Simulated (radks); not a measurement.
Correlation energies from several functionals, in hartree. Species: Ag [Kr] 4d10 5s1; Tb4+ [Xe] 4f7. All-electron calculation, non-relativistic Kohn-Sham, PBE, spin-polarised, spherical densities, point nucleus. Program: a radial shooting solver on a logarithmic mesh with Libxc functionals. Every spin shell is full or empty, so the densities are truly spherical. Functionals are evaluated on that one density, not self-consistently.

\begin{tabular}{lrr}
functional & Ag & Tb4+ \\ \hline
PW92 & -4.4414 & -6.2281 \\
VWN5 & -4.4611 & -6.2547 \\
Wigner & -2.4918 & -3.2331 \\
PBEsol & -2.8002 & -3.9917 \\
LYP & -2.3649 & -3.2438 \\
P86 & -2.8016 & -4.0029 \\
AM05 & -4.1330 & -5.8395 \\
OP (B88) & -2.2945 & -3.1736 \\
TPSS & -2.4736 & -3.5471 \\
SCAN & -2.4758 & -3.5685 \\
r2SCAN & -2.4898 & -3.5859 \\
Tao-Mo & -2.3864 & -3.4516 \\
\end{tabular}
